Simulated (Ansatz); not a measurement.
V(O)(F)3 cation (F3OV), SMILES [F][V]([F])(=[O])[F] (connectivity only; charge and spin as stated), charge +1, multiplicity 2.

Geometry: PBE0-D3(BJ)/def2-SVP. The geometry has at least one imaginary mode, so it is a saddle point at that level. The spin state was assumed, not searched. The isomer is the one that the SMILES or the coordinates give; other isomers of the formula were not compared.

Two levels are set side by side: PBE/def2-SVPD (Ansatz, a quantum-chemistry and plane-wave program) and CAM-B3LYP/def2-SVPD (Ansatz). Energy differences of separate SCF runs at the same geometry; the states with an electron removed or added have multiplicity 3 and 1. Differences are taken from unrounded values.

```csv
quantity,CAM-B3LYP
vertical ionisation energy (eV),20.93
vertical electron affinity (eV),12.43
```

Question: What does PBE give, and how far is it from CAM-B3LYP? (An estimate is asked for; the answer gives what the named calculation found.)

Answer: 
| quantity | PBE | PBE minus CAM-B3LYP |
|---|---|---|
| vertical ionisation energy (eV) | 20.43 | -0.50 |
| vertical electron affinity (eV) | 12.23 | -0.20 |
